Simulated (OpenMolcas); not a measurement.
## What dynamic correlation does to the levels of Ni³⁺

```
Program             : OpenMolcas 26.06
Basis               : ANO-RCC-VDZP [5s4p2d1f]
Scalar Hamiltonian  : DKH2, point nucleus
Active space        : 7 electrons in 9 orbitals (RAS2 3d 4s; RAS3 4p, at most 2 electrons)
State averaging     : 2S+1 = 4 even, 50 roots; 2S+1 = 6 even, 5 roots kept (CI in the orbitals of an earlier block); 2S+1 = 2 even, 83 roots kept (CI in the orbitals of an earlier block); 2S+1 = 4 odd, 5 roots (0 in the spin-orbit step); 2S+1 = 6 odd, 5 roots kept (CI in the orbitals of an earlier block, 0 in the spin-orbit step)
Spin-orbit coupling : state interaction with AMFI integrals over the reference wave functions, term energies averaged over their components
```

Methods on the same reference wave functions:
A. RASSCF
B. SS-RASPT2, IPEA 0.25 Eh, imaginary shift 0.1 Eh (closed shells correlated: 3s 3p)
C. MS-RASPT2, IPEA 0.25 Eh, imaginary shift 0.1 Eh (closed shells correlated: 3s 3p)

Energies in cm⁻¹ above 3d⁷ ⁴F_9/2, the measured ground level; measured values from Corliss and Sugar, J. Phys. Chem. Ref. Data 10, 197 (1981).

| Level | A | B | C | Measured |
| --- | --- | --- | --- | --- |
| 3d⁷ ⁴F_9/2 | 0.0 | 0.0 | 0.0 | 0.0 |
| 3d⁷ ⁴F_7/2 | 1315 | 1323 | 1323 | 1190 |
| 3d⁷ ⁴F_5/2 | 2272 | 2270 | 2270 | 2042 |
| 3d⁷ ⁴F_3/2 | 2923 | 2910 | 2910 | 2621 |
| 3d⁷ ⁴P_5/2 | 23091 | 18890 | 18890 | 18119 |
| 3d⁷ ²G_9/2 | 23241 | 20090 | 20090 | 19830 |
| 3d⁷ ⁴P_3/2 | 23475 | 19000 | 19000 | 18367 |
| 3d⁷ ⁴P_1/2 | 24130 | 19830 | 19830 | 18958 |
| 3d⁷ ²G_7/2 | 24511 | 21350 | 21350 | 20948 |
| 3d⁷ ²P_3/2 | 30499 | 23410 | 23410 | 23649 |
| 3d⁷ ²H_11/2 | 31017 | 27700 | 27700 | 26649 |
| 3d⁷ ²P_1/2 | 31860 | 24430 | 24430 | 24651 |
| 3d⁷ ²H_9/2 | 32158 | 28840 | 28840 | 27678 |
| 3d⁷ ²D_5/2(1) | 33261 | 27210 | 27210 | 27096 |
| 3d⁷ ²D_3/2(1) | 35310 | 29090 | 29090 | 28778 |
| 3d⁷ ²F_5/2 | 53266 | 44640 | 44640 | 43438 |
| 3d⁷ ²F_7/2 | 53827 | 45220 | 45220 | 43859 |
| 3d⁷ ²D_3/2(2) | 82793 | 68800 | 68800 | 67360 |
| 3d⁷ ²D_5/2(2) | 83437 | 69460 | 69460 | 67990 |
| 3d⁶ 4s ⁶D_9/2 | 103735 | 120660 | 120660 | 110411 |

Deviations, from unrounded energies. A percentage is the sum of absolute deviations over the sum of measured energies, with the sign that they share, or ± where signs differ.

```
                        Against measurement  Levels      A      B      C
             mean absolute deviation (cm-1)      19   6100   1200   1200
      fine structure of the ground term (%)       3  +11.2  +11.2  +11.2
other terms of the ground configuration (%)      15  +22.7   ±2.4   ±2.4
                   other configurations (%)       1   -6.0   +9.3   +9.3
```

B, C lie about equally close to measurement and A furthest from it. The largest miss of B in the table is 3d⁶ 4s ⁶D_9/2, by +10000 cm-1. The ranking rests on the paired levels alone, and a cruder setting can come out closer through cancelling errors.

Between B and C no level of the table moves by more than 5 cm-1.

The two smallest mean deviations differ by little beside CASPT2's spread within terms, so their order carries little weight.

From A to B the spin-free energies of the other terms of 3d⁷ shown, above ⁴F, scale by factors of 0.75 to 0.89, as is usual when dynamic correlation screens the repulsion within a d or f shell.

The lowest spin-free term lies below A's lowest term by 0.404 hartree in B, 0.404 hartree in C.

CASPT2 does not keep the components of a term degenerate, so their means are used; among the terms shown or strongly mixed into the levels shown the widest spread is 2600 cm-1 (3d⁷ ⁴F, C). Some high roots are left out of the spin-orbit mixing, which shifts the levels that they would mix with. Terms from blocks run as CI alone lack orbitals of their own. A single d shell beside an s shell can misplace configurations of different d count against each other. The basis is small and was not contracted for so high a charge. Without dynamic correlation excited terms often stand tens of per cent too high (terms of higher spin than the ground term too low), and those without a measured partner can miss by more than the paired ones (holds for A). Some levels mix across a computed gap that differs much from the measured one, so their mixing is not that of the real levels (holds for A). Blocks of more than 70 roots (2S+1 = 2 even) ran without multistate coupling (holds for C). Computed and measured levels are paired by configuration, term and J; levels that our copy of the source lacks, or whose pairing is in doubt (as where it misses far off the trend of its configuration), stay unpaired and out of the deviations. Only configurations of the active space appear. Levels that lie high or do not pair safely by name in every column are left out.

A number in round brackets counts repeated terms of one configuration in the order of the reference energies.
